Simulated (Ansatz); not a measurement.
Ansatz results at the PBE0-D4/def2-TZVP geometry: LUMO energy (PBE/def2-TZVPP) -3.51 eV; size of the dipole moment (ωB97M-V/def2-TZVPP) 3.80 D; HOMO–LUMO gap (ωB97M-V/def2-TZVPP) 10.60 eV.

Task: Which molecule gave them?
A. `[SiH3][GaH][Cl]`
B. `C[NH][Ga]([NH]C)[NH]C`
C. `C[S][Ga]([S]C)[S]C`
D. `N#[C][GaH2]`

Result: D. The others give `C[S][Ga]([S]C)[S]C`: -1.32, 0.01, 10.15; `C[NH][Ga]([NH]C)[NH]C`: -0.47, 0.70, 10.37; `[SiH3][GaH][Cl]`: -2.89, 2.14, 9.49.
